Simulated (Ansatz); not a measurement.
Spin states of the cluster TiB₇⁻ (the lowest singlet isomer of a short search), each relaxed with PBE-D4/def2-SVPD in Ansatz. Electronic energies in the gas phase.

HSE06 is defined as in plane-wave codes, on full-range PBE exchange. The structure comes from a short search, and lower isomers may exist.

Singlet geometry (Cs within 0.1 Å):

```xyz
8

Ti   -1.7119    0.2849    1.0689
B     1.1974   -0.4658   -1.0362
B     0.3222    0.7866   -1.4061
B    -0.8375    1.3211   -0.4573
B    -0.5472   -0.6111   -0.4182
B     0.0100   -0.7434    1.4502
B     0.4517    0.5732    0.4196
B     1.1154   -1.1455    0.3790
```

Triplet geometry (C2v within 0.1 Å):

Cartesian coordinates in Å:
```
Ti -0.363 1.705 1.266
B 0.280 -1.318 -0.979
B -1.122 -1.184 -0.280
B -1.438 0.052 0.661
B 0.295 -0.441 0.673
B 1.212 1.011 0.128
B -0.294 0.435 -0.677
B 1.429 -0.260 -0.793
```

Quintet geometry (C2v within 0.1 Å):

```xyz
8

Ti    1.239    0.135    1.876
B    -0.916   -0.100   -1.387
B    -0.908   -1.332   -0.405
B    -0.055   -1.260    0.904
B     0.680   -0.342   -0.452
B     0.766    1.338    0.174
B    -0.705    0.339    0.414
B    -0.102    1.221   -1.123
```

Run but left out: HF/def2-SVPD, HF/def2-TZVPD, MP2/def2-SVPD, MP2/def2-TZVPD, CCSD/def2-SVPD, CCSD(T)/def2-SVPD (singlet: restricted singlet, unstable towards broken spin symmetry).

Only these spin states were relaxed.

| level | triplet − singlet (kJ/mol) | quintet − singlet (kJ/mol) | lowest of these | remarks |
| --- | --- | --- | --- | --- |
| r2SCAN-D4/def2-TZVPD | 33.6 | 140.8 | singlet | HOMO above zero (quintet) |
| r2SCANh-D4/def2-TZVPD | 23.5 | 120.5 | singlet | – |
| HSE06-D4/def2-TZVPD | 29.4 | 129.5 | singlet | – |

Problem. Estimate the rows for PBE-D4/def2-TZVPD, PBE0-D4/def2-TZVPD.

Solution. 
```csv
level,triplet − singlet (kJ/mol),quintet − singlet (kJ/mol),lowest of these,remarks
PBE-D4/def2-TZVPD,57.7,179.0,singlet,"HOMO above zero (quintet), HOMO above zero (triplet)"
PBE0-D4/def2-TZVPD,28.0,127.5,singlet,–
```



Problem. How do the metal–ligand distances follow the spin state?

Solution. 
```json
{"state": "singlet", "donor atoms": "4", "mean metal–ligand distance (Å)": "2.113", "range (Å)": "2.04–2.28", "Mulliken spin on the metal (PBE0)": "0"}
{"state": "triplet", "donor atoms": "4", "mean metal–ligand distance (Å)": "2.193", "range (Å)": "2.06–2.32", "Mulliken spin on the metal (PBE0)": "1.32"}
{"state": "quintet", "donor atoms": "4", "mean metal–ligand distance (Å)": "2.289", "range (Å)": "2.14–2.44", "Mulliken spin on the metal (PBE0)": "2.36"}
```

⟨S²⟩ at PBE0-D4/def2-TZVPD: singlet 0.00 (pure 0.00), triplet 2.06 (pure 2.00), quintet 6.03 (pure 6.00).
